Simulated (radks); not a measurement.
Values are calculated unless marked as measured or tabulated.
Q: The table gives one normalised radial function P(r) = r R(r) of Tb3+ in [Xe] 4f(up 5.5, down 2.5) (r in bohr). Code: a radial shooting solver on a logarithmic mesh with Libxc functionals. Model: non-relativistic Kohn-Sham, r2SCAN, spin-polarised, spherical densities, point nucleus; meta-GGA in the generalised Kohn-Sham scheme; relativity is left out, which matters for an element this heavy.

r	P
0.001024	0.0000
0.001552	0.0000
0.002353	0.0000
0.003567	0.0000
0.00545	0.0000
0.008262	0.0000
0.01252	0.0001
0.01898	0.0003
0.02878	0.0016
0.04397	0.0069
0.06666	0.0265
0.101	0.0890
0.1532	0.2500
0.2322	0.5564
0.352	0.9320
0.5379	1.1281
0.8153	0.9550
1.236	0.5900
1.874	0.2648
2.84	0.0747
4.34	0.0098

Which n and l does it have? It may be an empty orbital.

A: n = 4, l = 3: the number of nodes gives n - l - 1 = 0, the rise at small r (about r^(l+1)) gives l, and the extent must fit the shell. The curve is that of 4f down; the table hardly tells the two spins apart. 4f down: eigenvalue -36.436 eV, 0 radial nodes, <r> = 0.803 bohr, 90 % of the charge inside 1.36 bohr.
